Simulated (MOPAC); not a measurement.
Input file for MOPAC: PM6 on BFH3NO (SMILES NB(O)F), a point of a torsion scan.

```
PM6 1SCF PRECISE CHARGE=0 THREADS=1
BFH3NO

N      0.93988130 1    -0.19108675 1    -0.03997909 1
B     -0.23443784 1     0.57156385 1    -0.06923751 1
O     -1.47076456 1     0.11642028 1    -0.35434575 1
F     -0.12760179 1     1.87598761 1     0.21139677 1
H      1.82531255 1     0.22489942 1     0.18259227 1
H      0.99462888 1    -1.17406334 1    -0.23038317 1
H     -1.54095229 1    -0.81435056 1    -0.55347538 1
```

Program output:

```
*******************************************************************************
 **                                                                           **
 **                              MOPAC v23.2.5                                **
 **                                                                           **
 *******************************************************************************
 ** MOPAC's Digital Object Identifier: https://doi.org/10.5281/zenodo.6511958 **
 **                                                                           **
 ** Please cite the open-source release paper for use of this MOPAC version:  **
 ** J. E. Moussa and J. J. P. Stewart (2026)                                  **
 ** MOPAC: An open-source semiempirical molecular orbital program             **
 ** J. Open Source Softw., 11(119), 8025, https://doi.org/10.21105/joss.08025 **
 *******************************************************************************

                              PM6 CALCULATION RESULTS

 *******************************************************************************
 *  PM6        - The PM6 Hamiltonian to be used
 *
 *
 *
 *                 CHARGE ON SYSTEM = 0
 *
 *
 *
 *  PRECISE    - TIGHTER CRITERIA TO BE USED
 *  1SCF       - DO 1 SCF AND THEN STOP
 *  THREADS=1  - MULTI-THREADING NOT USED
 *  T=         - A TIME OF 172800.0 SECONDS REQUESTED
 *  DUMP=N     - RESTART FILE WRITTEN EVERY 7200.0 SECONDS REQUESTED
 *******************************************************************************
PM6 1SCF PRECISE CHARGE=0 THREADS=1
 BFH3NO

   ATOM   CHEMICAL          X               Y               Z
  NUMBER   SYMBOL      (ANGSTROMS)     (ANGSTROMS)     (ANGSTROMS)

     1       N          0.93988130  *  -0.19108675  *  -0.03997909  *
     2       B         -0.23443784  *   0.57156385  *  -0.06923751  *
     3       O         -1.47076456  *   0.11642028  *  -0.35434575  *
     4       F         -0.12760179  *   1.87598761  *   0.21139677  *
     5       H          1.82531255  *   0.22489942  *   0.18259227  *
     6       H          0.99462888  *  -1.17406334  *  -0.23038317  *
     7       H         -1.54095229  *  -0.81435056  *  -0.55347538  *



          CARTESIAN COORDINATES

    NO.       ATOM           X           Y           Z

     1         N          0.9399     -0.1911     -0.0400
     2         B         -0.2344      0.5716     -0.0692
     3         O         -1.4708      0.1164     -0.3543
     4         F         -0.1276      1.8760      0.2114
     5         H          1.8253      0.2249      0.1826
     6         H          0.9946     -1.1741     -0.2304
     7         H         -1.5410     -0.8144     -0.5535

 General Reference for PM6:
 "Optimization of Parameters for Semiempirical Methods V: Modification of NDDO Approximations
 and Application to 70 Elements", J. J. P. Stewart, J. Mol. Mod., 13, 1173-1213 (2007)
 URL: https://link.springer.com/article/10.1007/s00894-007-0233-4

           Empirical Formula: H3 N O B F  =     7 atoms



      MOLECULAR POINT GROUP   :   Cs


      RHF CALCULATION, NO. OF DOUBLY OCCUPIED LEVELS = 12


 -------------------------------------------------------------------------------
 PM6 1SCF PRECISE CHARGE=0 THREADS=1
 BFH3NO



     1SCF WAS SPECIFIED, SO BFGS WAS NOT USED
     SCF FIELD WAS ACHIEVED


                              PM6 CALCULATION
                                                       MOPAC v23.2.5 Linux




          FINAL HEAT OF FORMATION =       -184.19138 KCAL/MOL =    -770.65672 KJ/MOL


          COSMO AREA              =         87.86 SQUARE ANGSTROMS
          COSMO VOLUME            =         69.34 CUBIC ANGSTROMS

          IONIZATION POTENTIAL    =         10.476619 EV
          HOMO LUMO ENERGIES (EV) =        -10.477  1.579
          NO. OF FILLED LEVELS    =         12
          MOLECULAR WEIGHT        =         62.8382         POINT GROUP:  Cs

          MOLECULAR DIMENSIONS (Angstroms)

            Atom       Atom       Distance
            H     7    H     5     3.59911
            H     6    F     4     3.27890
            B     2    H     5     0.00022


          SCF CALCULATIONS        =          1





   ATOM   CHEMICAL          X               Y               Z
  NUMBER   SYMBOL      (ANGSTROMS)     (ANGSTROMS)     (ANGSTROMS)

     1       N          0.93988130  *  -0.19108675  *  -0.03997909  *
     2       B         -0.23443784  *   0.57156385  *  -0.06923751  *
     3       O         -1.47076456  *   0.11642028  *  -0.35434575  *
     4       F         -0.12760179  *   1.87598761  *   0.21139677  *
     5       H          1.82531255  *   0.22489942  *   0.18259227  *
     6       H          0.99462888  *  -1.17406334  *  -0.23038317  *
     7       H         -1.54095229  *  -0.81435056  *  -0.55347538  *

                             CARTESIAN COORDINATES

   1    N        0.939881300    -0.191086750    -0.039979090
   2    B       -0.234437840     0.571563850    -0.069237510
   3    O       -1.470764560     0.116420280    -0.354345750
   4    F       -0.127601790     1.875987610     0.211396770
   5    H        1.825312550     0.224899420     0.182592270
   6    H        0.994628880    -1.174063340    -0.230383170
   7    H       -1.540952290    -0.814350560    -0.553475380


           Empirical Formula: H3 N O B F  =     7 atoms



      MOLECULAR POINT GROUP   :   Cs


                  EIGENVALUES
 -40.41298 -31.20776 -30.50435 -20.27831 -18.31125 -17.61243 -15.81071 -15.00477
 -14.89360 -13.26656 -13.11072 -10.47662   1.57906   2.14448   3.48357   4.18426
   4.98315   6.15647   6.86382


              NET ATOMIC CHARGES AND DIPOLE CONTRIBUTIONS

  ATOM NO.   TYPE          CHARGE      No. of ELECS.   s-Pop       p-Pop
    1          N          -0.594046        5.5940     1.45994     4.13410
    2          B           0.542705        2.4573     0.83885     1.61845
    3          O          -0.528307        6.5283     1.70321     4.82510
    4          F          -0.262200        7.2622     1.95103     5.31117
    5          H           0.257767        0.7422     0.74223
    6          H           0.246185        0.7538     0.75382
    7          H           0.337896        0.6621     0.66210
 DIPOLE           X         Y         Z       TOTAL
 POINT-CHG.     1.535    -3.054    -0.378     3.439
 HYBRID         0.257    -0.446    -0.050     0.517
 SUM            1.792    -3.500    -0.428     3.955


          ATOMIC ORBITAL ELECTRON POPULATIONS

     Atom    s        px        py        pz
    1  N   1.45994   1.20071   1.19285   1.74055
    2  B   0.83885   0.59681   0.58249   0.43915
    3  O   1.70321   1.57829   1.42465   1.82216
    4  F   1.95103   1.96177   1.43362   1.91577
    5  H   0.74223
    6  H   0.75382
    7  H   0.66210

 **********************
 *                    *
 * JOB ENDED NORMALLY *
 *                    *
 **********************




 == MOPAC DONE ==
```

The run finished.

Cost: about 0.04 core-seconds (a rough figure).
